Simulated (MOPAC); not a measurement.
MOPAC input (PM3):

```
PM3 1SCF GEO-OK AUX(PRECISION=9) THREADS=1
C3H9FSi

C     1.50180400 1   -0.86289100 1   -0.66786400 1
Si    0.00381600 1    0.00209500 1    0.02864400 1
C    -1.55157000 1   -0.98751200 1   -0.25197000 1
C    -0.15763300 1    1.73651400 1   -0.63695200 1
F     0.21711800 1    0.11922600 1    1.62974400 1
H     1.41673100 1   -0.97256500 1   -1.75192100 1
H     2.41414300 1   -0.30025700 1   -0.45920600 1
H     1.61571900 1   -1.86053500 1   -0.23869400 1
H    -2.41705000 1   -0.49743900 1    0.19884300 1
H    -1.46655100 1   -1.98633600 1    0.18113700 1
H    -1.75055700 1   -1.10183600 1   -1.32051000 1
H    -1.00992100 1    2.25236600 1   -0.18978300 1
H    -0.30461500 1    1.72381700 1   -1.71985600 1
H     0.73900300 1    2.32374800 1   -0.42800100 1
```

Output:

```
 *******************************************************************************
 **                                                                           **
 **                              MOPAC v23.2.5                                **
 **                                                                           **
 *******************************************************************************
 ** MOPAC's Digital Object Identifier: https://doi.org/10.5281/zenodo.6511958 **
 **                                                                           **
 ** Please cite the open-source release paper for use of this MOPAC version:  **
 ** J. E. Moussa and J. J. P. Stewart (2026)                                  **
 ** MOPAC: An open-source semiempirical molecular orbital program             **
 ** J. Open Source Softw., 11(119), 8025, https://doi.org/10.21105/joss.08025 **
 *******************************************************************************

                              PM3 CALCULATION RESULTS

 *******************************************************************************
 *  PM3        - The PM3 Hamiltonian to be used
 *  GEO-OK     - OVERRIDE INTERATOMIC DISTANCE AND OTHER SAFETY CHECKS
 *  1SCF       - DO 1 SCF AND THEN STOP
 *  AUX        - OUTPUT AUXILIARY INFORMATION
 *******************************************************************************
PM3 1SCF GEO-OK AUX(PRECISION=9) THREADS=1
 C3H9FSi

   ATOM   CHEMICAL          X               Y               Z
  NUMBER   SYMBOL      (ANGSTROMS)     (ANGSTROMS)     (ANGSTROMS)

     1       C          1.50180400  *  -0.86289100  *  -0.66786400  *
     2      Si          0.00381600  *   0.00209500  *   0.02864400  *
     3       C         -1.55157000  *  -0.98751200  *  -0.25197000  *
     4       C         -0.15763300  *   1.73651400  *  -0.63695200  *
     5       F          0.21711800  *   0.11922600  *   1.62974400  *
     6       H          1.41673100  *  -0.97256500  *  -1.75192100  *
     7       H          2.41414300  *  -0.30025700  *  -0.45920600  *
     8       H          1.61571900  *  -1.86053500  *  -0.23869400  *
     9       H         -2.41705000  *  -0.49743900  *   0.19884300  *
    10       H         -1.46655100  *  -1.98633600  *   0.18113700  *
    11       H         -1.75055700  *  -1.10183600  *  -1.32051000  *
    12       H         -1.00992100  *   2.25236600  *  -0.18978300  *
    13       H         -0.30461500  *   1.72381700  *  -1.71985600  *
    14       H          0.73900300  *   2.32374800  *  -0.42800100  *

          CARTESIAN COORDINATES

    NO.       ATOM           X           Y           Z

     1         C          1.5018     -0.8629     -0.6679
     2        Si          0.0038      0.0021      0.0286
     3         C         -1.5516     -0.9875     -0.2520
     4         C         -0.1576      1.7365     -0.6370
     5         F          0.2171      0.1192      1.6297
     6         H          1.4167     -0.9726     -1.7519
     7         H          2.4141     -0.3003     -0.4592
     8         H          1.6157     -1.8605     -0.2387
     9         H         -2.4171     -0.4974      0.1988
    10         H         -1.4666     -1.9863      0.1811
    11         H         -1.7506     -1.1018     -1.3205
    12         H         -1.0099      2.2524     -0.1898
    13         H         -0.3046      1.7238     -1.7199
    14         H          0.7390      2.3237     -0.4280

  H: (PM3): J. J. P. STEWART, J. COMP. CHEM. 10, 209 (1989).
  C: (PM3): J. J. P. STEWART, J. COMP. CHEM. 10, 209 (1989).
  F: (PM3): J. J. P. STEWART, J. COMP. CHEM. 10, 209 (1989).
 Si: (PM3): J. J. P. STEWART, J. COMP. CHEM. 10, 209 (1989).

           Empirical Formula: C3 H9 Si F  =    14 atoms

      MOLECULAR POINT GROUP   :   C3v

      RHF CALCULATION, NO. OF DOUBLY OCCUPIED LEVELS = 16

 -------------------------------------------------------------------------------
 PM3 1SCF GEO-OK AUX(PRECISION=9) THREADS=1
 C3H9FSi

     1SCF WAS SPECIFIED, SO BFGS WAS NOT USED
     SCF FIELD WAS ACHIEVED

                              PM3 CALCULATION
                                                       MOPAC v23.2.5 Linux

          FINAL HEAT OF FORMATION =       -131.43219 KCAL/MOL =    -549.91229 KJ/MOL

          COSMO AREA              =        133.00 SQUARE ANGSTROMS
          COSMO VOLUME            =        125.89 CUBIC ANGSTROMS

          IONIZATION POTENTIAL    =         10.520148 EV
          HOMO LUMO ENERGIES (EV) =        -10.520  0.892
          NO. OF FILLED LEVELS    =         16
          MOLECULAR WEIGHT        =         92.1880         POINT GROUP:  C3v

          MOLECULAR DIMENSIONS (Angstroms)

            Atom       Atom       Distance
            H    14    H    10     4.87979
            H     8    H     9     4.22602
            F     5    H    13     3.26423

          SCF CALCULATIONS        =          1

   ATOM   CHEMICAL          X               Y               Z
  NUMBER   SYMBOL      (ANGSTROMS)     (ANGSTROMS)     (ANGSTROMS)

     1       C          1.50180400  *  -0.86289100  *  -0.66786400  *
     2      Si          0.00381600  *   0.00209500  *   0.02864400  *
     3       C         -1.55157000  *  -0.98751200  *  -0.25197000  *
     4       C         -0.15763300  *   1.73651400  *  -0.63695200  *
     5       F          0.21711800  *   0.11922600  *   1.62974400  *
     6       H          1.41673100  *  -0.97256500  *  -1.75192100  *
     7       H          2.41414300  *  -0.30025700  *  -0.45920600  *
     8       H          1.61571900  *  -1.86053500  *  -0.23869400  *
     9       H         -2.41705000  *  -0.49743900  *   0.19884300  *
    10       H         -1.46655100  *  -1.98633600  *   0.18113700  *
    11       H         -1.75055700  *  -1.10183600  *  -1.32051000  *
    12       H         -1.00992100  *   2.25236600  *  -0.18978300  *
    13       H         -0.30461500  *   1.72381700  *  -1.71985600  *
    14       H          0.73900300  *   2.32374800  *  -0.42800100  *

                             CARTESIAN COORDINATES

   1    C        1.501804000    -0.862891000    -0.667864000
   2   Si        0.003816000     0.002095000     0.028644000
   3    C       -1.551570000    -0.987512000    -0.251970000
   4    C       -0.157633000     1.736514000    -0.636952000
   5    F        0.217118000     0.119226000     1.629744000
   6    H        1.416731000    -0.972565000    -1.751921000
   7    H        2.414143000    -0.300257000    -0.459206000
   8    H        1.615719000    -1.860535000    -0.238694000
   9    H       -2.417050000    -0.497439000     0.198843000
  10    H       -1.466551000    -1.986336000     0.181137000
  11    H       -1.750557000    -1.101836000    -1.320510000
  12    H       -1.009921000     2.252366000    -0.189783000
  13    H       -0.304615000     1.723817000    -1.719856000
  14    H        0.739003000     2.323748000    -0.428001000

           Empirical Formula: C3 H9 Si F  =    14 atoms

      MOLECULAR POINT GROUP   :   C3v

                  EIGENVALUES
 -30.35109 -28.22201 -28.22200 -20.82718 -16.02143 -15.79401 -15.79401 -14.24121
 -13.79721 -13.79721 -13.24173 -13.24173 -13.05445 -12.25591 -10.52015 -10.52015
   0.89171   1.53187   1.53187   1.76730   4.50963   4.62101   4.62101   4.67359
   4.67360   4.68493   4.71846   4.71846   4.73014

              NET ATOMIC CHARGES AND DIPOLE CONTRIBUTIONS

  ATOM NO.   TYPE          CHARGE      No. of ELECS.   s-Pop       p-Pop
    1          C          -0.305131        4.3051     1.16033     3.14481
    2         Si           0.668335        3.3317     0.99951     2.33216
    3          C          -0.305131        4.3051     1.16033     3.14481
    4          C          -0.305131        4.3051     1.16033     3.14480
    5          F          -0.285516        7.2855     1.60313     5.68239
    6          H           0.057026        0.9430     0.94297
    7          H           0.060250        0.9398     0.93975
    8          H           0.060250        0.9398     0.93975
    9          H           0.060250        0.9398     0.93975
   10          H           0.060250        0.9398     0.93975
   11          H           0.057026        0.9430     0.94297
   12          H           0.060250        0.9398     0.93975
   13          H           0.057026        0.9430     0.94297
   14          H           0.060250        0.9398     0.93975
 DIPOLE           X         Y         Z       TOTAL
 POINT-CHG.    -0.192    -0.106    -1.445     1.461
 HYBRID        -0.033    -0.018    -0.247     0.250
 SUM           -0.225    -0.124    -1.692     1.711

          ATOMIC ORBITAL ELECTRON POPULATIONS

     Atom    s        px        py        pz
    1  C   1.16033   1.06283   1.04395   1.03802
    2 Si   0.99951   0.81927   0.82087   0.69202
    3  C   1.16033   1.06634   1.04703   1.03144
    4  C   1.16033   1.03426   1.07317   1.03737
    5  F   1.60313   1.96189   1.96449   1.75601
    6  H   0.94297
    7  H   0.93975
    8  H   0.93975
    9  H   0.93975
   10  H   0.93975
   11  H   0.94297
   12  H   0.93975
   13  H   0.94297
   14  H   0.93975

 **********************
 *                    *
 * JOB ENDED NORMALLY *
 *                    *
 **********************

 == MOPAC DONE ==
```

The geometry given is a B3LYP-D3(BJ)/def2-TZVP minimum.
